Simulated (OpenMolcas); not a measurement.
## Levels of Te+ by method

* Program: OpenMolcas
* Basis: ANO-RCC [10s9p8d5f3g]
* Scalar Hamiltonian: DKH2, point nucleus
* Active space: 3 electrons in 9 orbitals (RAS2 5p; RAS3 5d 6s, at most 1 electron)
* State averaging: 2S+1 = 4 odd, 1 root; 2S+1 = 2 odd, 8 roots; 2S+1 = 4 even, 18 roots; 2S+1 = 2 even, 54 roots
* Spin-orbit coupling: RASSI with atomic mean-field integrals over the reference wave functions, term energies averaged over their components

Methods on the same reference wave functions:
A. RASSCF
B. SS-RASPT2, IPEA 0.25 Eh, imaginary shift 0.1 Eh (closed shells correlated: 4d 5s)
C. MS-RASPT2, IPEA 0.25 Eh, imaginary shift 0.1 Eh (closed shells correlated: 4d 5s)

Energies in cm-1 above 5s2 5p3 4S* 3/2, the measured ground level; measured values from NIST Handbook of Basic Atomic Spectroscopic Data.

```csv
Level,A,B,C,Measured
5s2 5p3 4S* 3/2,0.0,0.0,0.0,0.0
5s2 5p3 2D* 3/2,14503,11160,11160,10222
5s2 5p3 2D* 5/2,16200,12740,12740,12422
5s2 5p3 2P* 1/2,26390,23550,23550,20547
5s2 5p3 2P* 3/2,28805,25960,25960,24032
5s2 5p2 6s 4P 1/2 [74 %],80425,77760,77790,
5s2 5p2 6s 4P 3/2,83648,81540,81490,
5s2 5p2 6s 2P 1/2 [71 %],85526,81940,81870,
5s2 5p2 5d 4F 7/2,86225,85720,85710,
5s2 5p2 6s 4P 5/2 [65 %],86846,84450,84310,
5s2 5p2 5d 4D 1/2 [58 %],88762,87160,87150,
5s2 5p2 5d 4F 9/2,88814,88160,88160,
5s2 5p2 5d 2F 5/2(1) [70 %],91953,87460,87420,
5s2 5p2 5d 2P 3/2(1) [64 %],93090,87500,87470,
5s2 5p2 6s 2D 3/2 [57 %],97810,93250,93460,
5s2 5p2 6s 2D 5/2 [60 %],98498,93310,93330,
5s2 5p2 5d 4P 1/2 [71 %],99590,88890,88910,
5s2 5p2 5d 2G 7/2 [69 %],103918,99060,99190,
5s2 5p2 5d 2G 9/2,104632,100560,100560,
5s2 5p2 5d 2D 5/2(1),105113,95870,95870,
5s2 5p2 5d 2D 3/2(1) [70 %],105771,96960,96870,
5s2 5p2 5d 2D 3/2(2),109254,100140,100040,
5s2 5p2 6s 2S 1/2,110476,102630,102590,
5s2 5p2 5d 2P 1/2(2),113185,105710,106050,
```

Deviations, from unrounded energies. A percentage is the sum of absolute deviations over the sum of measured energies, with the sign that they share, or ± where signs differ.

| Against measurement | Levels | A | B | C |
| --- | --- | --- | --- | --- |
| mean absolute deviation (cm-1) | 4 | 4700 | 1500 | 1500 |
| other terms of the ground configuration (%) | 4 | +27.8 | +9.2 | +9.2 |

B, C lie about equally close to measurement and A furthest from it. The largest miss of C in the table is 5s2 5p3 2P* 1/2, by +3000 cm-1. The ranking rests on the paired levels alone, and a cruder setting can come out closer through cancelling errors.

Between B and C the level of the table that moves most is 5s2 5p2 5d 2P 1/2(2), by 340 cm-1 (lowest in B, highest in C). Moves below CASPT2's spread within the term are not significant.

The two smallest mean deviations differ by little beside CASPT2's spread within terms, so their order carries little weight.

From A to B the spin-free energies of the other terms of 5s2 5p3 shown, above 4S*, scale by factors of 0.77 to 0.89.

The lowest spin-free term lies below A's lowest term by 0.559 hartree in B, 0.559 hartree in C.

CASPT2 does not keep the components of a term degenerate, so their means are used; among the terms shown or strongly mixed into the levels shown the widest spread is 510 cm-1 (5s2 5p2 5d 2D(1), C). Over all roots computed the reference weight is 0.84 to 0.92 in B, 0.84 to 0.92 in C; the roots of lowest weight are the least certain, and an intruder state may touch them. ANO sets are built for valence states and can reach diffuse excited orbitals poorly, and with the s shell closed the s pⁿ⁺¹ terms that mix with these levels are absent. With the s shell closed, the reference lacks s² → p² mixing. The CASPT2 spread within a term exceeds the gap to the next term for 5s2 5p2 5d 4D and 5s2 5p2 5d 2F(1), so the order of their levels is uncertain, and so are names and mixing where such terms share a J (figures for B; the like holds for C). Measured partners are found by configuration, term and J. A level has none where our copy of the source lacks it or the pairing is in doubt (some pairs that miss far off the trend of their configuration count as doubtful), and it then counts in no deviation. Levels of configurations outside the active space are missing. Levels that lie high or do not pair safely by name in every column are left out.

A share in square brackets marks a mixed level and gives the weight of the term that names it, the lowest over the columns. A number in round brackets counts repeated terms of one configuration in the order of the reference energies. * marks odd parity.
